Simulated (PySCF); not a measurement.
Sn(H)3(Me) (CH6Sn), SMILES [CH3][SnH3].

The structure is a stationary point at PBE0-D3(BJ)/def2-TZVP. The def2 effective core potentials stand for the cores of Sn; spin–orbit coupling is left out.

The numbers are results of TDDFT-B3LYP/def2-SVPD (PySCF), not measurements.

Vertical excitations; the highest root listed may be one member of a degenerate set. Gas-phase values at a fixed geometry. State labels are in the subgroup Cs.

```json
[
 {"state": "S1", "symmetry": "A'", "energy (eV)": "7.24", "λ (nm)": "171", "f": "0.009", "main pairs": "HOMO→LUMO 99 %"},
 {"state": "S2", "symmetry": "A\"", "energy (eV)": "7.64", "λ (nm)": "162", "f": "0.051", "main pairs": "HOMO−2→LUMO (degenerate set)"},
 {"state": "S3", "symmetry": "A'", "energy (eV)": "7.64", "λ (nm)": "162", "f": "0.051", "main pairs": "HOMO−1→LUMO (degenerate set)"},
 {"state": "S4", "symmetry": "A'", "energy (eV)": "7.78", "λ (nm)": "159", "f": "0.459", "main pairs": "HOMO→LUMO+1 92 %"},
 {"state": "S5", "symmetry": "A'", "energy (eV)": "7.88", "λ (nm)": "157", "f": "0.087", "main pairs": "HOMO−1→LUMO+1 (degenerate set)"},
 {"state": "S6", "symmetry": "A\"", "energy (eV)": "7.88", "λ (nm)": "157", "f": "0.087", "main pairs": "HOMO−2→LUMO+1 (degenerate set)"},
 {"state": "S7", "symmetry": "A'", "energy (eV)": "8.01", "λ (nm)": "155", "f": "0.004", "main pairs": "HOMO→LUMO+2 (degenerate set)"},
 {"state": "S8", "symmetry": "A\"", "energy (eV)": "8.01", "λ (nm)": "155", "f": "0.004", "main pairs": "HOMO→LUMO+3 (degenerate set)"},
 {"state": "S9", "symmetry": "A\"", "energy (eV)": "8.25", "λ (nm)": "150", "f": "0.000", "main pairs": "HOMO−2→LUMO+2 50 %, HOMO−1→LUMO+3 50 %"},
 {"state": "S10", "symmetry": "A'", "energy (eV)": "8.75", "λ (nm)": "142", "f": "0.105", "main pairs": "HOMO−1→LUMO+2 45 %, HOMO−2→LUMO+3 45 %"},
 {"state": "T1", "symmetry": "A'", "energy (eV)": "6.69", "λ (nm)": "185", "f": "0", "main pairs": "HOMO→LUMO+1 89 %"},
 {"state": "T2", "symmetry": "A'", "energy (eV)": "6.93", "λ (nm)": "179", "f": "0", "main pairs": "HOMO→LUMO 87 %"},
 {"state": "T3", "symmetry": "A\"", "energy (eV)": "6.96", "λ (nm)": "178", "f": "0", "main pairs": "HOMO−2→LUMO, HOMO−2→LUMO+1 (degenerate set)"},
 {"state": "T4", "symmetry": "A'", "energy (eV)": "6.96", "λ (nm)": "178", "f": "0", "main pairs": "HOMO−1→LUMO, HOMO−1→LUMO+1 (degenerate set)"}
]
```
Triplets are in the Tamm–Dancoff approximation, which puts them higher than full response would, so one can lie above its singlet here.
